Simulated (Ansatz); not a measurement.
Start from `[AlH2][CH2][InH2]` and change one atom or group to get `N[CH2][InH2]`.

Ansatz, PBE0-D4/def2-TZVP geometries, multiplicity 1. Each molecule was computed in one conformer, which needn't be the lowest.

Elements past krypton have def2 core potentials.

```json
{"property": "HOMO energy (B3LYP/def2-TZVPP) / eV", "`[AlH2][CH2][InH2]`": "-7.27"}
{"property": "HOMO–LUMO gap (ωB97M-V/def2-TZVPP) / eV", "`[AlH2][CH2][InH2]`": "9.12"}
{"property": "HOMO–LUMO gap (B3LYP/def2-TZVPP) / eV", "`[AlH2][CH2][InH2]`": "5.06"}
{"property": "LUMO energy (ωB97M-V/def2-TZVPP) / eV", "`[AlH2][CH2][InH2]`": "-0.48"}
{"property": "zero-point energy (PBE0-D4/def2-TZVP) / kJ/mol", "`[AlH2][CH2][InH2]`": "131.9"}
{"property": "LUMO energy (B3LYP/def2-TZVPP) / eV", "`[AlH2][CH2][InH2]`": "-2.21"}
```

Q: What does the change do to each property? (An estimate is asked.)

A: Computed: 
```
                                      property  `N[CH2][InH2]`  shift
           HOMO energy (B3LYP/def2-TZVPP) / eV           -6.32   0.95
       HOMO–LUMO gap (ωB97M-V/def2-TZVPP) / eV            8.72  -0.40
         HOMO–LUMO gap (B3LYP/def2-TZVPP) / eV            4.50  -0.56
         LUMO energy (ωB97M-V/def2-TZVPP) / eV           -0.10   0.38
zero-point energy (PBE0-D4/def2-TZVP) / kJ/mol           170.6   38.7
           LUMO energy (B3LYP/def2-TZVPP) / eV           -1.82   0.39
```

With PBE0 the HOMO rises by 0.96 eV and the LUMO rises by 0.44 eV, so the gap narrows by about 0.52 eV. PBE moves the HOMO by 1.25 eV and ωB97M-V by 0.78 eV.

B3LYP here is the variant with VWN-RPA as its local correlation; programs differ in this.
